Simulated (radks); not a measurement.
Tb4+, configuration [Xe] 4f7.

Method: non-relativistic Kohn-Sham, TPSS, spin-polarised, spherical densities, point nucleus; open shells are filled with parallel spins first (spin-orbit coupling, left out, can overturn this in heavy ions); meta-GGA in the generalised Kohn-Sham scheme; relativity is left out, which matters for an element this heavy; computed with a radial shooting solver on a logarithmic mesh with Libxc functionals.

Energy parts (eV):
total: -305490.16
kinetic: 305403.23
electron-nucleus: -722287.54
Hartree: 118039.67
exchange-correlation: -6645.51

Orbitals (lengths in bohr, moments of r in powers of bohr; <r^-3> diverges for s and p1/2):
orbital  occ.  eigenvalue (eV)  <r^-3>
1s up       1        -48714.05       -
1s down     1        -48714.05       -
2s up       1        -7824.304       -
2s down     1        -7824.265       -
2p up       3        -7449.407    9394
2p down     3        -7449.379    9395
3s up       1        -1772.956       -
3s down     1        -1769.784       -
3p up       3        -1605.471    1921
3p down     3        -1602.478    1927
3d up       5        -1294.450   329.5
3d down     5        -1292.112   330.5
4s up       1        -390.5790       -
4s down     1        -383.9096       -
4p up       3        -324.4877   426.7
4p down     3        -317.7220   425.0
4d up       5        -206.6949   62.34
4d down     5        -199.7937   61.93
5s up       1         -87.1883       -
5s down     1         -84.6116       -
5p up       3         -67.9831   67.21
5p down     3         -65.9140   62.71
4f up       7         -61.6469   10.20
4f down     0         -55.0686   9.860

The highest occupied level is 4f up at -61.647 eV. Virial ratio -V/T = 2.00028. Summed over all electrons, <r^2> = 32.48 bohr^2, which gives a Langevin (diamagnetic) susceptibility term of -25.7 x 10^-6 cm^3/mol. Spin moment in Bohr magnetons: 7. The spin density at the nucleus is 0.331 e/bohr^3 (1s 0.004, 2s -0.309, 3s -6.096, 4s 1.676, 5s 5.056). The density falls to 0.001 e/bohr^3 at r = 3.10 bohr.
